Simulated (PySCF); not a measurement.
GeH4.
Z-matrix (Å and degrees, PBE0-D3(BJ)/def2-SVP geometry), rows numbered from 1:
```
Ge
H   1  1.5372
H   1  1.5372  2  109.46
H   1  1.5372  2  109.47  3  -120.01
H   1  1.5372  2  109.47  3   120.00
```

Method used: PBE0-D3(BJ)/def2-SVP geometry optimisation, gas phase in PySCF 2.14.0.

Masses are those of the commonest isotopes; rigid-rotor values at the optimised geometry. 

Q: What are A, B and C (cm⁻¹)?

A: Ia = 6.35, Ib = 6.35, Ic = 6.35 u·Å²; 505379 MHz·u·Å²/I gives 79595, 79578 and 79576 MHz, that is A = 2.65500, B = 2.65442, C = 2.65435 cm⁻¹.

Q: What kind of rotor is it?

A: A spherical top, as the point group Td requires three equal moments; the computed ones differ by 0.02 % because the geometry is symmetric only within the optimiser's tolerance.

The point group Td allows no dipole (computed: 0.00 D), so a rigid rotor has no electric-dipole lines.

Q: Estimate the classical rotational partition function at 25 K and 500 K.

A: Point group Td, symmetry number σ = 12; q = (√π/σ)·√((kT/h)³/(ABC)), k/h = 20836.6 MHz/K: 2.5 at 25 K, 221 at 500 K.

Whether it is a minimum is left open (no frequencies). No vibrational averaging or centrifugal distortion is included, and the geometry carries the error of its method.
